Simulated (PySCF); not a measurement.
Computed properties of In(vinyl)(OH)2 (C₂H₅InO₂), SMILES C=[CH][In]([OH])[OH]

In(vinyl)(OH)2 (C2H5InO2), SMILES C=[CH][In]([OH])[OH]. The structure is a stationary point at PBE0-D3(BJ)/def2-SVP. The structure was generated by enumeration; whether it is a known compound was not checked. The def2 effective core potentials stand for the cores of In; spin–orbit coupling is left out. Other conformers were not sampled. All values are computed for the isolated molecule unless a solvent is named; none is compared with measurement here.

**Structure.** The optimised structure has Cs symmetry. All 24 harmonic modes at PBE0-D3(BJ)/def2-SVP (PySCF) are real, so it is a minimum. With heavy atoms numbered as in [In:1]([CH:2]=[CH2:3])([OH:7])[OH:9], the shortest bond between them is C2–C3 at 1.337 Å and the longest In1–C2 at 2.125 Å.

**Vibrations.** The strongest infrared lines (harmonic, unscaled, degenerate partners summed) lie at 256 cm⁻¹ (109 km/mol, H 91 %, O 9 %), 329 cm⁻¹ (106 km/mol, H 91 %, O 9 %), 617 cm⁻¹ (83 km/mol, O 83 %, In 14 %). The softest mode is at 49 cm⁻¹ and the zero-point energy is 42.5 kcal/mol.

**Electronic structure.** HF/def2-TZVP (PySCF) places the frontier levels at -10.83 and 1.40 eV, a gap of 12.23 eV, and gives a dipole moment of 3.32 D and a mean polarisability of 58.5 bohr³. PBE/def2-TZVP (PySCF) at the same geometry gives -6.48 and -2.16 eV, so its gap is 7.91 eV narrower. An orbital gap is neither the optical nor the fundamental gap.

**Excitations.** TDA-B3LYP/def2-SVPD (PySCF) has S1 at 5.25 eV (236 nm, f = 0.000, dark); the most intense of the 10 singlets computed lies at 6.51 eV (f = 0.28). T1 (TDA) is at 4.22 eV, 1.03 eV under S1. TDA-PBE/def2-SVPD (PySCF) puts S1 at 4.55 eV. No vertical singlet excitation falls in the visible range (under 3.1 eV).
